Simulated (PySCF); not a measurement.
## Zinc: a sound run and one with changed settings

Sound run: Zn [Ar] 3d10 4s2, Zn⁺ [Ar] 3d10 4s1. All numbers are calculated (PySCF 2.14, the spin-free X2C one-electron Hamiltonian (Gaussian nucleus), in x2c-TZVPall). In the sound run the correlated levels freeze [Ar]. The sound run starts from symmetry-adapted Hartree-Fock orbitals and uses a fine grid where one is needed.

A second run was set up differently.

| species | method | sound run (hartree) | changed run (hartree) | converged |
| --- | --- | --- | --- | --- |
| Zn | MP2 | -1794.66631 | -1794.27674 | yes |
| Zn | CCSD(T) | -1794.64624 | -1794.28741 | yes |

Ionisation energy of Zn:

```
 method  sound run (eV)  changed run (eV)
    UHF           7.791             7.791
    MP2           8.939             8.405
SCS-MP2           8.971             8.527
   CCSD           9.065             8.695
CCSD(T)           9.163             8.695
  CCSDT             n/a             8.695
    FCI             n/a             8.695
```

Q: What was changed?
A. level shift left on
B. basis contracted for another Hamiltonian
C. a valence shell is frozen
D. all electrons correlated in a valence basis

A: C. Freezing a valence shell removes pair correlation that changes on ionisation.
